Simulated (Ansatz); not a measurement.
Diatomic KO, multiplicity 2 (lowest of 2S+1 = 2, 4 at CCSD(T)/def2-TZVPP on PBE0 minima; our sources give no spin for the ground state, which may be another). No spin–orbit coupling. K is treated without relativity.

D_e counts from the fitted minimum to each atom's lowest state at the same level, without counterpoise.

Correlated levels freeze the inner cores; with def2 sets outer-core shells near the valence are correlated too.

Programs: Ansatz (Gaussian basis) for Hartree–Fock, density functionals and correlated methods. 

The comparison value is 62.48 kcal/mol (CCSD(T)/def2-QZVPP). It is a level with limits of its own, not the exact answer.

Task: Order these levels by how close they come to the comparison value for the bond energy D_e, closest first: r2SCAN/def2-TZVPP, BHLYP/def2-TZVPP, PBE/def2-TZVPP, B3LYP/def2-TZVPP, PBE0/def2-TZVPP. Give each level's value less the comparison value.

Result: B3LYP/def2-TZVPP (0.90 kcal/mol), PBE0/def2-TZVPP (-1.87 kcal/mol), r2SCAN/def2-TZVPP (4.13 kcal/mol), PBE/def2-TZVPP (4.74 kcal/mol), BHLYP/def2-TZVPP (-7.13 kcal/mol)

Ansatz is an electronic-structure program.
